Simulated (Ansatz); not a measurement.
C₂H₆LiN (`[Li][N](C)C`), 10 atoms. Total charge 0; spin multiplicity 1. Correlated methods include outer-core shells of Li, which these sets cover unevenly. All runs use 2 threads of a server CPU on a shared host. Correlated methods freeze the cores.

Q: Give the basis size and wall time and peak host memory of each of these runs in Ansatz. RKS ωB97M-V/def2-SVP energy; RKS PBE0-D4/def2-TZVP relaxation (5 steps); RKS CAM-B3LYP-D4/def2-TZVPP energy; RKS HSE06-D4/def2-TZVPP energy; direct RPA on PBE orbitals/def2-TZVPP energy; RKS BHLYP-D4/def2-TZVPP energy; RKS ωB97M-V/def2-QZVPP energy; RHF-CCSD(T)/def2-SVP energy; RHF-CCSD(T)/def2-TZVPP energy; RKS PBE0-D4/def2-QZVPP energy; RHF-MP2/def2-QZVPP energy; RKS PBE0-D4/def2-SVP energy. (Estimate.)

A: The calculation gave: Other jobs shared the machine, so times are rough.

```json
{"level": "RKS PBE0-D4/def2-SVP", "job": "energy", "functions": "81", "wall time": "0.75 s", "peak host memory (GiB)": "0.16"}
{"level": "RKS BHLYP-D4/def2-TZVPP", "job": "energy", "functions": "196", "wall time": "1.8 s", "peak host memory (GiB)": "0.34"}
{"level": "RKS HSE06-D4/def2-TZVPP", "job": "energy", "functions": "196", "wall time": "1.9 s", "peak host memory (GiB)": "0.35"}
{"level": "RHF-CCSD(T)/def2-SVP", "job": "energy", "functions": "81", "wall time": "1.9 s", "peak host memory (GiB)": "0.29"}
{"level": "RKS CAM-B3LYP-D4/def2-TZVPP", "job": "energy", "functions": "196", "wall time": "2 s", "peak host memory (GiB)": "0.38"}
{"level": "RKS ωB97M-V/def2-SVP", "job": "energy", "functions": "81", "wall time": "3 s", "peak host memory (GiB)": "0.25"}
{"level": "direct RPA on PBE orbitals/def2-TZVPP", "job": "energy", "functions": "196", "wall time": "4.4 s", "peak host memory (GiB)": "0.45"}
{"level": "RKS PBE0-D4/def2-QZVPP", "job": "energy", "functions": "386", "wall time": "4.4 s", "peak host memory (GiB)": "0.89"}
{"level": "RKS PBE0-D4/def2-TZVP", "job": "relaxation (5 steps)", "functions": "143", "wall time": "9.5 s", "peak host memory (GiB)": "0.28"}
{"level": "RKS ωB97M-V/def2-QZVPP", "job": "energy", "functions": "386", "wall time": "11 s", "peak host memory (GiB)": "1.2"}
{"level": "RHF-MP2/def2-QZVPP", "job": "energy", "functions": "386", "wall time": "12 s", "peak host memory (GiB)": "1.9"}
{"level": "RHF-CCSD(T)/def2-TZVPP", "job": "energy", "functions": "196", "wall time": "29 s", "peak host memory (GiB)": "2.5"}
```

HSE06 is defined as in plane-wave codes.
